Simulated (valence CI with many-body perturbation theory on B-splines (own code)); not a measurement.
The numbers below are computed, except where a source is named.
Sb19+: input, log and results

The program does CI of the valence electrons with many-body perturbation theory for a frozen closed Dirac-Fock core.

Command, and the settings that its task file holds:

```sh
python run_cv.py task.json out
```

```
atom Sb  Z=51  mass_number=121  rms_radius_fm=4.6802
core [Ar] 3d10
valence 4s2 4p2
avg = 1
basis = S
breit = 1
cap = 10000
capref = 1200
cscale = 1
de = 0.0
dress = 0
eps = 2e-08
h = 0.27
hh = 1
l2 = 3
lcore = 6
maxit = 60
n2 = 5
natural = 1
nlev = 21
nno = [3, 3, 3, 2, 1]
nroot = 26
nsp = [3, 3, 2, 1, 0]
pt2 = 1
qed = 1
rmax = 1.37
rpa = 1
s1 = 1
s2 = 1
s3 = 1
screen = 1
tol = 2e-05
```

Log. The first blocks belong to the next ion, which gives the ionisation energy. Fields: 2J, parity (1 odd), roots, reference size, generating configurations, candidates as configurations/state functions, variational space P, stored matrix elements, Davidson steps; e2 is the range of second-order energies in hartree. The first line gives the box (bohr), its intervals, the orbitals and the steps of their self-consistent field. Window is the range of levels sought, series limit the energy at which the first omitted orbital would enter, core excitation an estimate of the first excitation out of the core, left out the lowest levels not solved, and shifts from estimates the range by which levels moved from their first estimate, all in cm⁻¹.

```
rmax 1.4 intervals 54 orbitals 36 references ['4s2 4p2', '4s 4p3', '4s2 4p 4d', '4p4', '4s 4p2 4d'] scf 4 t 1.1
2J=1 par=1 roots 2 ref 20 generators 7 cand 1133/1691 P 542/810 nnz 0 it 0
2J=1 par=1 roots 2 ref 20 generators 14 cand 1250/1817 P 765/1153 nnz 0 it 0
   second order: generators 21 cand 1198/1738 e2 -0.00000 -0.00000
```

Task: What became of the run, and why?

Result: It gave no result. The program said: "need at least one array to concatenate".
